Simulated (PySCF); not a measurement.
Input of a run (PBE0-D3(BJ)/def2-SVP geometry optimisation, gas phase (PySCF 2.14.0)), started from GFN2-xTB:
```
{"job": {"xc": "PBE0", "basis": "def2-SVP", "d3": "d3bj", "grid": 1, "kind": "geom"}, "charge": -1, "multiplicity": 1}
O      3.539002     0.199512    -1.239242
C      3.484980     0.033886    -0.010601
O      4.415612    -0.077741     0.805069
C      2.064757    -0.048383     0.607663
C      0.961022     0.026068    -0.117515
C     -0.437135    -0.050619     0.396974
C     -1.374810    -1.073278    -0.288772
C     -2.442873     0.016966    -0.443694
C     -1.404136     1.073609    -0.045715
H      2.031250    -0.175223     1.685459
H      1.067077     0.154570    -1.188681
H     -0.430500    -0.173255     1.483053
H     -0.973247    -1.412439    -1.241940
H     -1.656552    -1.942193     0.305199
H     -3.252138    -0.076156     0.281395
H     -2.878215     0.122725    -1.437696
H     -1.706831     1.778522     0.727986
H     -1.016022     1.629747    -0.897264
```

Output (energies in Eh, forces in Eh/bohr):
```
step   0  E = -421.83306229  max force = 0.021161
step   1  E = -421.83534342  max force = 0.003646
step   2  E = -421.83531608  max force = 0.004031
step   3  E = -421.83553270  max force = 0.002313
step   4  E = -421.83558700  max force = 0.001960
step   5  E = -421.83576554  max force = 0.001898
step   6  E = -421.83596247  max force = 0.003194
step   7  E = -421.83603768  max force = 0.002237
step   8  E = -421.83613588  max force = 0.000709
step   9  E = -421.83615173  max force = 0.000863
step  10  E = -421.83615624  max force = 0.000530
step  11  E = -421.83615414  max force = 0.000147
step  12  E = -421.83615535  max force = 0.000132
optimisation converged
```

Question: Summarise the run.

Answer: The energy falls by 8.1 kJ/mol over 13 energy and gradient evaluations, the largest force component goes from 0.0212 to 1.3e-04 Eh/bohr, and the atoms move by 0.210 Å rms after alignment. The bond that changes most is C5–H11 (alkene CH carbon to vinylic hydrogen), which lengthens by 0.017 Å. Bonds longer at the end by more than 0.005 Å: 11 of 18; shorter: 2. Among the angles that change most is C5–C6–C7, from 116.7° to 119.7°. Among the dihedrals that turn most is H12–C6–C9–H17, from 18° to 33°. The energy rose by more than 1e-6 Eh at steps 2 and 11. The first step brought 74 % of the lowering.

Question: What are the final bond lengths?

Answer: O1=C2 1.247 Å, C2–O3 1.247 Å, C2–C4 1.540 Å, C4=C5 1.337 Å, C5–C6 1.487 Å, C6–C7 1.552 Å, C7–C8 1.539 Å, C8–C9 1.539 Å, C6–C9 1.552 Å, C4–H10 1.100 Å, C5–H11 1.101 Å, C6–H12 1.104 Å, C7–H13 1.102 Å, C7–H14 1.102 Å, C8–H15 1.103 Å, C8–H16 1.102 Å, C9–H17 1.102 Å, C9–H18 1.102 Å. Numbering counts from 1 in the input's order; the species is `O=C([O-])/C=C/C1CCC1`.

The run used 171 basis functions and 95 SCF cycles in all.

No PBE0-D3(BJ)/def2-SVP frequencies stand behind this structure, so it isn't proved a minimum.

One conformer stands for the species.
